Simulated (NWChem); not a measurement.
C₂H₆Al cation; SMILES [Al+]([CH3])[CH3]

```xyz
9

Al     0.0000     0.0000     0.0000
C      0.0000     0.0000     1.9262
H     -0.9294     0.4397     2.3084
H      0.8455     0.5850     2.3084
H      0.0839    -1.0247     2.3084
C      0.0000     0.0000    -1.9262
H     -0.8455    -0.5850    -2.3084
H      0.9294    -0.4397    -2.3084
H     -0.0839     1.0247    -2.3084
```
Atoms are numbered in this order, from 1.

Structure relaxed at the B3LYP/6-31G* (spherical d) level. B3LYP is NWChem's, with the RPA form of VWN correlation.

**Question.** Give the principal values of the shielding tensors (ppm) of Al1, C2 from B3LYP/6-311G** (spherical d), GIAO (NWChem), with their diamagnetic and paramagnetic parts as GIAO splits them.

**Answer.** 
```json
[
 {"atom": "Al1", "σ11": "-49.6", "σ22": "-49.6", "σ33": "775.1", "isotropic": "225.3", "diamagnetic": "792.9", "paramagnetic": "-567.6"},
 {"atom": "C2", "σ11": "170.2", "σ22": "170.2", "σ33": "206.1", "isotropic": "182.2", "diamagnetic": "251.6", "paramagnetic": "-69.4"}
]
```
